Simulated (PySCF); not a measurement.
**Computed properties of CuH, SMILES [CuH]**

CuH, SMILES [CuH] (connectivity only; charge and spin as stated), neutral, multiplicity 1. Geometry optimised at PBE0-D3(BJ)/def2-TZVPD. The multiplicity is an assumed one; other spin states were not compared. Other conformers were not sampled. All values are computed for the isolated molecule unless a solvent is named; none is compared with measurement here.

**Structure.** The optimised structure has C∞v symmetry. All 1 harmonic modes at PBE0-D3(BJ)/def2-TZVPD (PySCF) are real, so it is a minimum.

**Vibrations.** The strongest infrared lines (harmonic, unscaled, degenerate partners summed) lie at 1865 cm⁻¹ (66 km/mol, H 98 %). The softest mode is at 1865 cm⁻¹ and the zero-point energy is 2.7 kcal/mol.

**Electronic structure.** ωB97X/def2-TZVPD (PySCF) places the frontier levels at -9.09 and -0.17 eV, a gap of 8.92 eV, and gives a dipole moment of 3.06 D and a mean polarisability of 31.1 bohr³. PBE/def2-TZVPD (PySCF) at the same geometry gives -5.47 and -2.91 eV, so its gap is 6.36 eV narrower. An orbital gap is neither the optical nor the fundamental gap.

**Excitations.** TDDFT-CAM-B3LYP/def2-TZVPD (PySCF) has S1 at 2.95 eV (420 nm, f = 0.033, weak); the most intense of the 10 singlets computed lies at 5.45 eV (f = 0.29). Strengths of degenerate partners are summed. T1 (TDA) is at 2.21 eV. TDDFT-PBE/def2-TZVPD (PySCF) puts S1 at 2.97 eV.

**NMR.** GIAO shifts at PBE0/pcSseg-2 (PySCF) (non-relativistic, atoms alike by connectivity averaged): ¹H at 1.1 ppm against TMS.
